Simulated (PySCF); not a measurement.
C₇H₁₂O₂ (SMILES C=C(C)C(=O)OC(C)C), singlet, at a GFN2-xTB geometry. Base run: PySCF with SVWN5/STO-3G.

Input for PySCF:
```python
from pyscf import gto, scf, dft

mol = gto.M(
    atom='''
C     2.49886392    0.41496650   -0.09857295
C     1.75635094   -0.54116509    0.44818952
C     2.30767317   -1.66965171    1.25949003
C     0.27403095   -0.56287619    0.29342406
O    -0.43535927   -1.41048866    0.78168372
O    -0.18309323    0.44933142   -0.44899844
C    -1.60130035    0.52108135   -0.66381330
C    -1.81606096    1.27894483   -1.96591546
C    -2.26883926    1.21046334    0.52176712
H     2.05916548    1.20921452   -0.67532085
H     3.57006251    0.42803160    0.01644383
H     3.38867609   -1.60073342    1.33850803
H     2.03584880   -2.61958287    0.80227429
H     1.86822066   -1.65670854    2.25547410
H    -1.98086283   -0.50600044   -0.74763162
H    -1.42574453    2.28935404   -1.87467858
H    -2.87692297    1.32634783   -2.19360694
H    -1.30062128    0.77927304   -2.78199954
H    -2.09719264    0.63641320    1.42903669
H    -1.85827709    2.20935727    0.65170196
H    -3.33904245    1.28371330    0.35090193
''',
    basis='sto-3g',
    verbose=4,
)

mf = dft.RKS(mol)
mf.xc = 'lda,vwn'
mf.kernel()
```

Variants of this job, named by their change:

```tsv
change	ΔE vs base (mEh)	SCF cycles	outcome
base	0.000	12	converged
diis_space = 20	0.000	12	converged
DIIS = EDIIS	-	50	not converged
level_shift = 0.3 (with mf.max_cycle = 100)	0.000	17	converged
diis = off (with mf.max_cycle = 100)	-	100	not converged
init_guess = vsap	0.000	14	converged
level_shift = 0.5 (with mf.max_cycle = 100)	0.000	26	converged
diis_space = 12	0.000	12	converged
init_guess = mod_huckel	0.000	13	converged
solver = newton	0.000	-	converged
level_shift = 1.0 (with mf.max_cycle = 100)	0.000	38	converged
init_guess = sap	0.000	14	converged
init_guess = atom	0.000	11	converged
```
